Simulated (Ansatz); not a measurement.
Relaxation of FH$_{4}$NOSi (8 atoms, charge 0, multiplicity 1), to a largest force component of 0.03 eV/Å in at most 50 steps.

Method: RKS revPBE-D4/def2-SVP (Ansatz 0.2.0).

```xyz
8
Properties=species:S:1:pos:R:3:forces:R:3
Si 0.061 -0.059 -0.789 -0.01 0.00 0.07
N 1.548 -0.117 1.832 0.18 0.01 -0.59
H 0.916 -0.928 1.806 0.00 0.01 0.00
H 0.964 0.729 1.817 -0.01 -0.02 0.00
H 2.086 -0.131 0.939 -0.18 0.01 0.51
F -0.814 1.181 -0.073 0.02 0.00 0.00
O -0.856 -1.394 -0.298 0.00 0.00 0.00
H -1.641 -1.190 0.249 0.00 0.00 0.00
```

Question: Where does it end, and by what steps?

Answer: The forces met the threshold. After 10 steps the energy has fallen by 0.027 eV; H3 moved furthest, 0.20 Å.

```csv
step,energy less start (eV),largest force component (eV/Å),accepted
0,0.0000,0.590,yes
1,0.0183,1.087,no
2,-0.0101,0.574,yes
3,-0.0145,0.620,yes
4,-0.0187,0.486,yes
5,-0.0170,0.416,no
6,-0.0244,0.214,yes
7,-0.0256,0.166,yes
8,-0.0268,0.050,yes
9,-0.0264,0.056,no
10,-0.0270,0.018,yes
```

```xyz
8
Properties=species:S:1:pos:R:3
Si 0.093 -0.083 -0.751
N 1.449 -0.128 1.766
H 0.923 -0.995 1.622
H 0.823 0.681 1.698
H 2.200 -0.053 1.073
F -0.746 1.195 -0.047
O -0.859 -1.385 -0.222
H -1.621 -1.142 0.343
```

Whether the end is a true minimum wasn't checked by a vibrational analysis.

Time of the run: 30 s on 1 thread of Arm Neoverse V1, on a shared host, peak memory 0.14 GiB.
